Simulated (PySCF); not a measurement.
Species: C2H7NSSi2.
Structure used (GFN2-xTB), in Å, numbered top down from 1:
```
atom  x, y, z in Å
C1    -1.828   -0.864    0.433
Si2   -1.166    0.625   -0.539
Si3    1.153    0.664   -0.443
S4     1.936   -1.163   -1.324
C5     1.793    0.605    1.315
N6     2.157    0.539    2.400
H7    -1.467   -1.799    0.011
H8    -1.510   -0.827    1.472
H9    -2.914   -0.894    0.421
H10   -1.665    1.876    0.045
H11   -1.609    0.553   -1.936
H12    1.949    1.749   -1.024
H13    3.167   -1.062   -0.849
```

Method used: TDDFT PBE0/def2-SVPD, vertical, gas phase, core orbitals frozen in the response in PySCF 2.14.0, density-fitted response routines.

Kohn–Sham orbitals with the atoms that hold most of them (Löwdin shares over 4%, at most four atoms; ? is withheld):

```json
{"orbital": "LUMO+2", "ε (eV)": "-0.33", "atoms": "S4 22%, Si3 16%, Si2 14%, C5 12%"}
{"orbital": "LUMO+1", "ε (eV)": "-0.86", "atoms": "Si3 25%, Si2 20%, C5 15%, N6 13%"}
{"orbital": "LUMO", "ε (eV)": "-1.26", "atoms": "?"}
{"orbital": "HOMO", "ε (eV)": "-7.76", "atoms": "?"}
{"orbital": "HOMO-1", "ε (eV)": "-9.07", "atoms": "Si3 24%, Si2 23%, S4 13%, N6 11%"}
{"orbital": "HOMO-2", "ε (eV)": "-9.33", "atoms": "S4 40%, N6 16%, C5 13%, Si3 13%"}
{"orbital": "HOMO-3", "ε (eV)": "-9.88", "atoms": "C1 35%, Si2 27%, H11 9%, H10 6%"}
```

(1) Give the leading atoms of the HOMO.

(2) Give the leading atoms of the LUMO.

(3) The HOMO–LUMO gap is 6.49 eV. Where does the response calculation put the lowest singlet, and from which orbitals?

(4) One configuration dominates each of S1 and S2. Which, and how do the shares of the two leading atoms of either orbital change from the occupied to the empty one?

Results:

(1) S4 (bonded to Si and H) 76%; Si3 (bonded to C, S, Si and H) 9%; H13 (bonded to S) 6%.

(2) Si3 (bonded to C, S, Si and H) 28%; S4 (bonded to Si and H) 18%; C5 (bonded to N and Si) 15%; Si2 (bonded to C, Si and 2 H) 13%. By element: silicon 41%, sulfur 18%, carbon 15% or more.

(3) S1 is at 5.21 eV (f = 0.012), 1.29 eV below the gap, made of HOMO→LUMO (98%). Without the coupling terms of the response equations the lowest excitation would equal the gap.

(4) 
- S1 (5.21 eV, f 0.012), HOMO→LUMO (98%): S4 76% → 18%, Si3 9% → 28%
- S2 (5.76 eV, f 0.0078), HOMO→LUMO+1 (84%): S4 76% → at most 13%, Si3 9% → 25%, Si2 at most 4% → 20%

One conformer stands for the species.
